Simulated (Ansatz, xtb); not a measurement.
# Relative energy of two isomers of C5H9O3+

Structure I: `COC[C+]1OCCO1`, a singlet. Structure II: `CO[C@@H]1CO[C+](C)O1`, a singlet. Both are isolated ions in the gas phase, relaxed with r2SCAN-D4/def2-SVP; the shapes shown needn't be the lowest conformers.

I (Å):

```xyz
17

C    -0.5227    0.2527    3.1373
C     0.0256   -0.8811    1.1079
C     0.4385    0.2117    0.1681
C     1.1442    2.2460   -0.4917
C     0.4312    1.5372   -1.6509
O    -0.9678   -0.2961    1.8966
O     1.1273    1.2206    0.5677
O    -0.0073    0.2750   -1.0314
H    -1.4239    0.6034    3.6544
H    -0.0229   -0.5214    3.7439
H     0.1638    1.1038    2.9858
H    -0.4054   -1.7049    0.5207
H     0.9019   -1.2423    1.6773
H     2.1964    2.4938   -0.6801
H     0.6116    3.1191   -0.0915
H     1.0799    1.2641   -2.4940
H    -0.4722    2.0436   -2.0137
```

II (Å):

```yaml
atoms:
  - { symbol: C, position_ang: [1.5740, -0.1759, -2.8495] }
  - { symbol: C, position_ang: [0.0266, 1.0759, -1.5832] }
  - { symbol: C, position_ang: [-0.3149, 2.4743, -1.0738] }
  - { symbol: C, position_ang: [0.0900, 1.1838, 0.7259] }
  - { symbol: C, position_ang: [0.3340, 0.8429, 2.1320] }
  - { symbol: O, position_ang: [1.2213, 1.0385, -2.1530] }
  - { symbol: O, position_ang: [-0.1037, 2.4083, 0.3669] }
  - { symbol: O, position_ang: [0.0785, 0.3128, -0.2040] }
  - { symbol: H, position_ang: [0.7790, -0.4441, -3.5627] }
  - { symbol: H, position_ang: [1.7350, -0.9891, -2.1271] }
  - { symbol: H, position_ang: [2.5034, 0.0412, -3.3859] }
  - { symbol: H, position_ang: [-0.7740, 0.5301, -2.1111] }
  - { symbol: H, position_ang: [0.3734, 3.2269, -1.4789] }
  - { symbol: H, position_ang: [-1.3618, 2.7638, -1.2349] }
  - { symbol: H, position_ang: [1.4255, 0.7436, 2.2705] }
  - { symbol: H, position_ang: [-0.1178, -0.1309, 2.3648] }
  - { symbol: H, position_ang: [-0.0369, 1.6358, 2.7921] }
```

Quicker runs give these differences E(II) − E(I): GFN2-xTB −15.7 kcal/mol; HF/STO-3G −15.5 kcal/mol (at GFN2-xTB geometries); r2SCAN-D4/def2-SVP//GFN2-xTB −21.5 kcal/mol.

Q: Estimate E(II) − E(I) at the level CCSD(T)/def2-SVP + ΔMP2/def2-TZVPP.

A: Calculated at CCSD(T)/def2-SVP + ΔMP2/def2-TZVPP: E(II) − E(I) = −19.3 kcal/mol, so structure II lies lower.

How the difference moves with the method:

```tsv
level	geometry	E(II) − E(I) (kcal/mol)	departure from the last row (kcal/mol)	job, with rough time for the two
GFN2-xTB	GFN2-xTB	−15.7	+3.6	optimisation, 0.26 s
HF/STO-3G	GFN2-xTB	−15.5	+3.8	single point, 0.48 s
r2SCAN-D4/def2-SVP//GFN2-xTB	GFN2-xTB	−21.5	−2.2	single point, 4.7 s
r2SCAN-D4/def2-SVP	r2SCAN-D4/def2-SVP	−21.7	−2.4	optimisation, 67 s
HF/def2-SVP	r2SCAN-D4/def2-SVP	−19.2	+0.1	part of the CCSD(T) run
MP2/def2-SVP	r2SCAN-D4/def2-SVP	−21.0	−1.7	part of the CCSD(T) run
CCSD(T)/def2-SVP	r2SCAN-D4/def2-SVP	−19.8	−0.5	single point
CCSD(T)/def2-SVP + ΔMP2/def2-TZVPP	r2SCAN-D4/def2-SVP	−19.3		single point, 2.6 min
```

As drawn, both hold the same kinds of bond in the same numbers. Structure I has 1 methyl group, II 2.

None of the levels shown reverses the order. The largest departure from CCSD(T)/def2-SVP + ΔMP2/def2-TZVPP is that of HF/STO-3G, 3.8 kcal/mol. The last row adds to CCSD(T) the change of the MP2 difference between the two basis sets, here +0.5 kcal/mol.

With thermal terms from frequencies at re-optimised GFN2-xTB minima (ideal gas, soft modes damped towards free rotors, one conformer each, 298.15 K, 1 atm): the zero-point term adds −0.9 kcal/mol; ΔH is −19.9 and ΔG −20.5 kcal/mol.

The correlated steps freeze 8 core orbitals. Mirror images aren't counted in ΔG. Run with Ansatz 0.2.0, xtb 6.7.1; the last row on 4 threads of Arm Neoverse V1 on a shared host.
